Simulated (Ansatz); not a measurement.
Calculated with Ansatz (gas phase, PBE0-D4/def2-TZVP geometries, no zero-point term in ΔE). CCSD(T)/CBS is the MP2 limit (def2-TZVPP, def2-QZVPP) plus CCSD(T) − MP2 in def2-TZVPP, frozen cores. DFT in def2-TZVPP. HSE06 is defined as in plane-wave codes. For Se outer-core shells are correlated without core-valence functions, which leaves a few kJ/mol of doubt a bond. Scalar relativity is left out up to krypton. One conformer a species, not always the lowest.

Consider the substitution at a C–Se bond: `C=C[Se]CO` + `C=CCO` → `C=CCOC=C` + `OC[SeH]`.

`C=C[Se]CO`:

```xyz
11

C     0.823   -1.577   -1.402
C     0.806   -0.635   -0.469
Se   -0.104   -0.793    1.185
C    -0.633    1.093    1.302
O    -1.752    1.436    0.554
H     0.253   -2.494   -1.306
H     1.430   -1.459   -2.294
H     1.383    0.280   -0.584
H    -0.870    1.269    2.350
H     0.256    1.675    1.032
H    -1.592    1.206   -0.367
```

`C=CCO`:

Cartesian coordinates in Å:
```
C -0.145 0.382 1.499
C 0.519 0.136 0.378
C -0.044 -0.620 -0.778
O -0.017 0.137 -1.974
H -1.160 0.023 1.642
H 0.298 0.940 2.316
H 1.532 0.511 0.249
H -1.061 -0.962 -0.542
H 0.563 -1.507 -0.983
H -0.484 0.961 -1.808
```

`C=CCOC=C`:

Z-matrix (Å, degrees):
```
C
C 1 1.487
O 1 1.416 2 108.5
H 1 1.100 2 110.5 3 -119.3
H 1 1.097 2 111.0 3 121.2
C 2 1.324 1 123.8 3 -129.5
H 2 1.087 1 115.7 3 51.9
C 3 1.344 1 116.4 2 -178.2
H 6 1.086 2 121.4 1 2.1
H 6 1.083 2 121.6 1 -177.7
C 8 1.330 3 128.2 1 -0.6
H 8 1.085 3 110.1 1 179.5
H 11 1.081 8 123.7 3 -0.1
H 11 1.081 8 118.6 3 180.0
```

`OC[SeH]`:

```xyz
7

O    -1.419    0.074    0.030
C    -0.153   -0.430    0.299
Se    1.257    0.930    0.521
H    -1.379    0.609   -0.768
H     0.207   -1.128   -0.461
H    -0.208   -0.944    1.257
H     1.695    0.888   -0.880
```

**Question.** Is it downhill or uphill in electronic energy at CCSD(T)/CBS, and by how much? (An estimate is asked.)

**Answer.** Computed: Uphill: ΔE = +0.18 eV.

**Question.** What do these levels give: BHLYP-D4, CAM-B3LYP-D4, HSE06, CCSD(T)/def2-SVP, SCS-MP2/def2-QZVPP, HF/CBS(def2)? (Estimate.)

**Answer.** The calculation gave: BHLYP-D4 0.08, CAM-B3LYP-D4 0.03, HSE06 0.11, CCSD(T)/def2-SVP -0.06, SCS-MP2/def2-QZVPP 0.21, HF/CBS(def2) 0.02 eV.

Largest T1 diagnostic among the species: 0.012.

Leaving LDA and LC-ωPBE aside and taking each functional with its dispersion term where it has one, the values, not all of them listed here, spread over 0.11 eV, from CAM-B3LYP-D4 to revPBE-D4. LDA lies −0.12 eV from PBE without D4. In def2-TZVPP, CCSD(T) changes the Hartree–Fock value by +0.13 eV (the triples alone add +0.01 eV) and MP2 by +0.20 eV. From BLYP to BHLYP (50 % exact exchange), in def2-TZVPP and without D4, ΔE moves by −0.04 eV.
